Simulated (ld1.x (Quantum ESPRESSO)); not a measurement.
Results of a calculation; reference values are marked as such.
## Potentials for aluminium compared

Generated with ld1.x 7.5 (TM, RRKJ, ultrasoft, PAW), atompaw 4.2 or ONCVPSP 4.0.1. The cutoff is in Ry: for ld1.x and atompaw files where the sum of valence levels is converged to 10 mRy in a Bessel basis, for ONCV files where the hardest occupied wave has 1 mHa per electron of residual kinetic energy. The error is the largest all-electron minus pseudo excitation energy over each file’s own four to seven test configurations (ionisations up to +4, promotions, holes and added fractions of an electron), all of which were solved. The labels leave out finer settings (local radius, basis sizes, second energies), which also bear on the numbers. Spin-polarised tests are not counted. The rows are a selection from randomly drawn settings: files with unsolved tests, undetermined cutoffs or missed reference levels are left out.

| potential | cutoff (Ry) | largest error (meV) | bound ghosts |
| --- | --- | --- | --- |
| ultrasoft, PBEsol, scalar-relativistic, rc 2.10/1.75 (sp), local smoothed, core correction yes, reference 3s1 3p0 | 6 | -1.1 | none |
| TM semilocal, PBEsol, non-relativistic, rc 1.60/2.15/2.20 (spd), local d, core correction no, reference 3s2 3p1 | 18 | +22 | none |
| TM, PBE, scalar-relativistic, rc 1.65/2.35/2.45 (spd), local p, core correction yes, reference 3s2 3p0 | 10 | -13 | none |
| ultrasoft, LDA (PZ), scalar-relativistic, rc 2.20/2.75/2.25 (spd), local smoothed, core correction no, reference 3s1 3p0 | 6 | +101 | none |
| RRKJ, LDA (PZ), scalar-relativistic, rc 1.75/2.60 (sp), local smoothed, core correction yes, reference 3s2 3p0.75 | 30 | +45 | none |

(1) Fill in the row for Al: ultrasoft, Wu–Cohen, non-relativistic, rc 2.40/2.25 (sp), local smoothed, core correction yes, reference 3s1.5 3p1.5.

Results:

(1) cutoff 6 Ry, largest error -4.3 meV, bound ghosts: none.
